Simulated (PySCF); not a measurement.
Two species compared at the same levels of theory.

First species: Ge₂H₇N.
SMILES: `[NH2][GeH2][GeH3]`

Second species: Sn(vinyl)3Br, C6H9BrSn.
Structure used (PBE0-D3(BJ)/def2-SVP), in Å, numbered top down from 1:
```
atom  x, y, z in Å
Sn1    0.0748    0.0908    0.0340
C2    -0.3130   -0.1109    2.1242
C3    -1.0843   -1.0811    2.6197
H4     0.1445    0.6168    2.8064
H5    -1.5583   -1.8314    1.9763
H6    -1.2751   -1.1703    3.6960
C7     2.1341   -0.1382   -0.4798
C8     2.5726   -1.1749   -1.1973
H9     2.8470    0.6182   -0.1287
H10    1.8940   -1.9537   -1.5645
H11    3.6332   -1.2923   -1.4499
C12   -0.8962    1.7693   -0.8587
C13   -1.9079    1.6283   -1.7180
H14   -0.5540    2.7754   -0.5860
H15   -2.2825    0.6424   -2.0172
H16   -2.4087    2.4962   -2.1637
Br17  -1.0487   -1.8851   -1.0327
```

Levels: B3LYP/def2-SVPD for HOMO energy, LUMO energy, HOMO–LUMO gap and static isotropic polarisability; TDDFT B3LYP/def2-SVPD for lowest singlet excitation; TDA B3LYP/def2-SVPD for lowest triplet excitation (Tamm–Dancoff). Geometries: PBE0-D3(BJ)/def2-SVP. Each species is one conformer at its optimised geometry, gas phase (atoms past krypton carry core potentials, spin–orbit coupling is left out); the electronic structure was computed with PySCF and density fitting.

Dipoles, sizes and rotational constants follow the conformer. The torsions of the flexible species, by atom-mapped SMILES:
- `[NH2:1][GeH2:2][GeH3:3]`: H–N1–Ge2–Ge3 180°, H–N1–Ge2–Ge3 -57°

```csv
property,column X,column Y
HOMO energy,-7.14 eV,-7.60 eV
LUMO energy,-0.34 eV,-0.94 eV
HOMO–LUMO gap,6.80 eV,6.66 eV
lowest singlet excitation,5.72 eV,5.59 eV
lowest triplet excitation (Tamm–Dancoff),5.39 eV,4.31 eV
static isotropic polarisability,77.2 au,134.9 au
```

Task: Which column belongs to which species?

Result: Column X is the first species and column Y the second. The first has 10 atoms and 78 electrons, the second 17 and 130.

Task: How does each property change from the first species to the second?

Result: HOMO energy -0.46 eV; LUMO energy -0.60 eV; HOMO–LUMO gap -0.14 eV; lowest singlet excitation -0.13 eV; lowest triplet excitation (Tamm–Dancoff) -1.08 eV; static isotropic polarisability +57.7 au.

On the first: No computed singlet falls in the visible range (750 to 380 nm, 1.65 to 3.26 eV); S1 lies 2.46 eV above its blue end. The principal polarisabilities are 67.8, 72.9 and 91.0 au; their mean is the isotropic value. The calculation is non-relativistic and has no spin–orbit coupling, an omission that weighs most on germanium.

On the second: The vertical singlet–triplet gap S1 − T1 is 1.28 eV (TDDFT singlet less Tamm–Dancoff triplet). In wavenumbers S1 is 45100 cm⁻¹ (1 eV = 8065.54 cm⁻¹). Atoms past krypton carry effective core potentials; spin–orbit coupling is left out.
